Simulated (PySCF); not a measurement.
H₃GaO₃, SMILES `[OH][Ga]([OH])[OH]`, neutral singlet in the gas phase. 

Cartesian coordinates (Å):
SMILES: [OH][Ga]([OH])[OH]
```xyz
7

O      1.3217    -1.2446     0.0535
Ga    -0.1087    -0.1969    -0.0034
O     -1.6887    -0.9889    -0.0594
O     -0.0718     1.5855    -0.0080
H      2.1573    -0.7753     0.0826
H     -2.4120    -0.3583    -0.0887
H      0.8023     1.9785     0.0234
```
Charge 0, spin multiplicity 1.

All levels are single points at this geometry (PBE0-D3(BJ)/def2-TZVP); Pople sets use spherical d functions. Orbital energies aren't observables, and empty levels follow the basis.

TPSSh-D3(BJ)/def2-TZVP in PySCF gives HOMO (eV) = -7.93.

Question: Estimate the HOMO (eV) from each of these levels: PBE-D3(BJ)/def2-TZVP in PySCF; B3LYP/6-311+G** (LANL2DZ on Ga) in PySCF; SVWN5/6-31G* in PySCF; HF/6-31G* in PySCF; HF/STO-3G in PySCF.

Answer: 
| level | HOMO (eV) |
|---|---|
| PBE-D3(BJ)/def2-TZVP in PySCF | -7.17 |
| B3LYP/6-311+G** (LANL2DZ on Ga) in PySCF | -8.76 |
| SVWN5/6-31G* in PySCF | -6.96 |
| HF/6-31G* in PySCF | -13.18 |
| HF/STO-3G in PySCF | -7.69 |
